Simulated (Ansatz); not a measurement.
The same path of CH₅BOSi (9 atoms, charge 0, multiplicity 1) was run 3 times with different band settings. The coordinate that changes most is the dihedral C2–B3–Si4–H8.

Computed with RKS PBE-D4/def2-SVP in Ansatz.

Relaxed end points:

```xyz
9
Properties=species:S:1:pos:R:3
O 0.985 1.646 -0.835
C 0.360 0.804 -1.503
B -0.541 0.490 -0.306
Si -0.026 -0.894 1.072
H 0.604 0.580 -2.574
H -1.542 1.169 -0.176
H -1.013 -2.035 0.984
H 1.353 -1.460 0.847
H -0.091 -0.346 2.474
```

```xyz
9
Properties=species:S:1:pos:R:3
O 0.825 0.485 -1.870
C -0.388 0.548 -1.603
B -0.083 0.781 -0.121
Si 0.177 -0.758 1.160
H -1.185 0.437 -2.384
H 0.079 1.934 0.233
H 0.179 -2.099 0.472
H 1.453 -0.628 1.950
H -0.970 -0.746 2.145
```

Common settings: optimiser quadratic models (default); start path IDPP; force threshold 0.05 eV/Å; end points relaxed.

| run | movable images | climbing image | spring | iteration limit |
| --- | --- | --- | --- | --- |
| 1 | 5 | yes | 5.0 eV/Å² | 57 |
| 2 | 5 | yes | 50.0 eV/Å² | 60 |
| 3 | 8 | no | 5.0 eV/Å² | 60 |

Problem. What does each run give, and how far can it be trusted?

Solution. Run 1: converged after 7 iterations, highest image 0.028 eV above the first end. A vibrational analysis at the climbing image gives one clearly imaginary mode, 87i cm⁻¹: a first-order saddle point.
Run 2: converged after 7 iterations, highest image 0.028 eV above the first end. Another band between the same ends (5 images) ends at a top of the same energy, where a vibrational analysis finds 1 clearly imaginary mode.
Run 3: converged after 7 iterations, highest image 0.027 eV above the first end. No image climbed, so the highest image needn't sit at the top of the path.
